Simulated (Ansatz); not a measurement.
## Molecular dynamics of GaH₄N

input.yaml

```yaml
crystal:
  periodic: [false, false, false]
  atoms:
    - { symbol: Ga, position_ang: [0.015484, 0.000494, -0.009767] }
    - { symbol: H, position_ang: [0.051574, -0.551472, 1.452309] }
    - { symbol: "N", position_ang: [1.583854, -0.000303, -0.914624] }
    - { symbol: H, position_ang: [2.461665, -0.33156, -0.533157] }
    - { symbol: H, position_ang: [1.694345, 0.330667, -1.865439] }
    - { symbol: H, position_ang: [-1.234423, 0.552174, -0.769322] }
basis:
  gaussian: { orbitals: def2-SVP }
hamiltonian:
  xc: pbe0
  dispersion: d4
md:
  timestep: 1.0
  n_steps: 166
  ensemble: nve
  temperature: 500.0
  initial_velocities: maxwell_boltzmann
  seed: 28865
```

Launched with:

```bash
$ ansatz run input.yaml --threads 1 --pin off --max-ram 2048MiB --backend cpu --events-out ev --progress --plain --runs-dir out
```

It starts from a relaxed structure.

Output, in part (step lines, the closing report, with atoms numbered from 0):

```
md step     0: t =     0.00 fs  T =   500.0 K  F+E_penalty+E_count = -53916.75843324 eV  E_kin = 0.258520 eV  conserved = -53916.49991324 eV  (23 SCF iters)
[... lines left out ...]
Total energy: -53916.58967782 eV, -1981.3981246828 hartree
Atom 0 at     0.014639     0.001632    -0.006971 Å, force     0.125253     0.019912    -0.010256 eV/Å
Atom 1 at    -0.031408    -0.450708     1.499318 Å, force     0.108279    -0.093260    -0.157141 eV/Å
Atom 2 at     1.587033    -0.026271    -0.932516 Å, force     0.574025     1.653017    -1.941039 eV/Å
Atom 3 at     2.481708    -0.350507    -0.578650 Å, force    -0.102535     0.019882     0.186844 eV/Å
Atom 4 at     1.789452     0.618640    -1.784163 Å, force    -0.720607    -1.691580     1.965052 eV/Å
Atom 5 at    -1.252318     0.464485    -0.796869 Å, force     0.015584     0.092028    -0.043460 eV/Å
Dipole moment:     0.262188     0.082264    -0.085938 e Å
```

The steps, from the saved trajectory:

| time (fs) | T (K) | potential energy less start (eV) | conserved less start (meV/atom) |
| --- | --- | --- | --- |
| 0 | 500 | 0.000 | 0.00 |
| 5 | 396 | 0.054 | 0.10 |
| 10 | 222 | 0.151 | 1.25 |
| 15 | 144 | 0.191 | 1.15 |
| 20 | 114 | 0.212 | 2.01 |
| 25 | 214 | 0.163 | 2.44 |
| 30 | 208 | 0.162 | 1.93 |
| 35 | 302 | 0.109 | 1.09 |
| 40 | 259 | 0.132 | 1.32 |
| 45 | 257 | 0.130 | 0.69 |
| 50 | 251 | 0.133 | 0.66 |
| 55 | 264 | 0.129 | 1.17 |
| 60 | 330 | 0.095 | 1.13 |
| 65 | 310 | 0.105 | 1.18 |
| 70 | 209 | 0.159 | 1.42 |
| 75 | 176 | 0.177 | 1.52 |
| 80 | 176 | 0.175 | 1.36 |
| 85 | 206 | 0.162 | 1.72 |
| 90 | 255 | 0.138 | 1.84 |
| 95 | 231 | 0.149 | 1.61 |
| 100 | 327 | 0.095 | 0.88 |
| 105 | 272 | 0.125 | 1.15 |
| 110 | 274 | 0.119 | 0.39 |
| 115 | 266 | 0.123 | 0.27 |
| 120 | 245 | 0.140 | 1.38 |
| 125 | 307 | 0.107 | 1.27 |
| 130 | 207 | 0.164 | 2.09 |
| 135 | 146 | 0.200 | 2.77 |
| 140 | 150 | 0.193 | 1.99 |
| 145 | 202 | 0.159 | 0.90 |
| 150 | 293 | 0.113 | 1.04 |
| 155 | 367 | 0.070 | 0.17 |
| 160 | 387 | 0.059 | 0.12 |
| 165 | 305 | 0.108 | 1.22 |

The run went to its last step. The conserved energy stayed within 2.8 meV per atom of its start (net change 2 meV per atom), so the integration is sound. Over the second half the temperature averaged 0.51 of the 500 K drawn at the start: a run that starts near a minimum puts about half its kinetic energy into the potential. A run of 0.17 ps of so small a system gives no equilibrium averages.

The same pairs are bonded in the first frame and the last. Pairs count as bonded within 1.25 times the sum of covalent radii (0.12 Å more for H–H).

Last frame:

```xyz
6
Properties=species:S:1:pos:R:3
Ga 0.015 0.002 -0.007
H -0.031 -0.451 1.499
N 1.587 -0.026 -0.932
H 2.482 -0.350 -0.579
H 1.790 0.619 -1.784
H -1.252 0.465 -0.797
```

The run took 4.1 min on 1 thread of Arm Neoverse V2, on a shared host, peak memory 0.12 GiB.
